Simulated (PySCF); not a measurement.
Predicted microwave data (PBE0/pcSseg-1 in PySCF (dipole) on a GFN2-xTB geometry, gas phase) for one isomer of C7H14N2Si:

- Rotational constants: A = 2740, B = 628.9, C = 602.4 MHz
- Dipole components: |μa| = 1.87 D, |μb| = 1.25 D, |μc| = 1.31 D
- Inertial defect: -149.11 u·Å²
- κ: -0.98

Question: Which candidate fits, each taken in the one conformer that was computed?
A. `[CH3:1][N:2]([C@H:3]1[CH:4]=[N:5][SiH2:6][CH2:7]1)[CH:8]1[CH2:9][CH2:10]1` with C1–N2–C3–C4 -63°, C1–N2–C8–C9 152°, N2–C3–C4–N5 142°, C4–N5–Si6–C7 -6°, N5–Si6–C7–C3 12°, N2–C8–C9–C10 -107°
B. `[CH3:1][c:2]1[cH:3][c:4]([CH3:5])[n:6]([SiH:7]([CH3:8])[CH3:9])[n:10]1` with C4–N6–Si7–C8 -70°
C. `[CH:1]#[C:2][C@@H:3]1[CH2:4][NH:5][SiH2:6][N:7]1[CH2:8][CH2:9][CH3:10]` with Si6–N7–C8–C9 81°, N7–C8–C9–C10 -177°, C2–C3–C4–N5 -158°, C3–C4–N5–Si6 31°, C4–N5–Si6–N7 -14°, N5–Si6–N7–C8 -163°
D. `Cc1cnn([Si](C)(C)C)c1`
E. `[CH:1]#[C:2][Si@@H:3]1[NH:4][CH2:5][C@@H:6]([CH:7]([CH3:8])[CH3:9])[NH:10]1` with C5–C6–C7–C8 -59°, C2–Si3–N4–C5 -135°, Si3–N4–C5–C6 31°, N4–C5–C6–C7 -157°, C5–C6–N10–Si3 26°
F. `[CH2:1]=[C:2]([SiH2:3][NH2:4])[N:5]([CH3:6])[CH2:7][C:8]#[C:9][CH3:10]` with C1–C2–Si3–N4 -132°, C2–Si3–N4–H 71° and -62°, C1–C2–N5–C6 6°, C2–N5–C7–C8 -116°

Answer: A. It is CN(C1CC1)[C@H]1C=N[SiH2]C1, a near-prolate asymmetric top, point group C1. The candidates at the same level (rigid rotor, commonest isotopes):

```json
{"SMILES": "Cc1cc(C)n([SiH](C)C)n1", "A (MHz)": "1649", "B (MHz)": "864.1", "C (MHz)": "631.2", "μa (D)": "0.94", "μb (D)": "1.53", "μc (D)": "0.15", "Δ (u·Å²)": "-90.58", "point group": "C1", "rotor": "asymmetric top"}
{"SMILES": "CN(C1CC1)[C@H]1C=N[SiH2]C1", "A (MHz)": "2740", "B (MHz)": "628.9", "C (MHz)": "602.4", "μa (D)": "1.87", "μb (D)": "1.25", "μc (D)": "1.31", "Δ (u·Å²)": "-149.11", "point group": "C1", "rotor": "near-prolate asymmetric top"}
{"SMILES": "C#C[Si@@H]1NC[C@@H](C(C)C)N1", "A (MHz)": "2431", "B (MHz)": "611.8", "C (MHz)": "543.8", "μa (D)": "0.60", "μb (D)": "0.19", "μc (D)": "0.38", "Δ (u·Å²)": "-104.44", "point group": "C1", "rotor": "near-prolate asymmetric top"}
{"SMILES": "C#C[C@@H]1CN[SiH2]N1CCC", "A (MHz)": "1371", "B (MHz)": "930.7", "C (MHz)": "611.3", "μa (D)": "0.37", "μb (D)": "0.17", "μc (D)": "0.01", "Δ (u·Å²)": "-84.75", "point group": "C1", "rotor": "asymmetric top"}
{"SMILES": "C=C([SiH2]N)N(C)CC#CC", "A (MHz)": "1451", "B (MHz)": "760.0", "C (MHz)": "554.9", "μa (D)": "2.63", "μb (D)": "1.23", "μc (D)": "0.50", "Δ (u·Å²)": "-102.57", "point group": "C1", "rotor": "asymmetric top"}
{"SMILES": "Cc1cnn([Si](C)(C)C)c1", "A (MHz)": "2111", "B (MHz)": "687.1", "C (MHz)": "628.3", "μa (D)": "0.66", "μb (D)": "1.96", "μc (D)": "0.04", "Δ (u·Å²)": "-170.50", "point group": "C1", "rotor": "near-prolate asymmetric top"}
```

`Cc1cnn([Si](C)(C)C)c1` has A 23 % too low; `C=C([SiH2]N)N(C)CC#CC` has A 47 % too low; `C#C[Si@@H]1NC[C@@H](C(C)C)N1` has A 11 % too low; `C#C[C@@H]1CN[SiH2]N1CCC` has A 50 % too low; `Cc1cc(C)n([SiH](C)C)n1` has A 40 % too low. No structure here is proved a minimum.
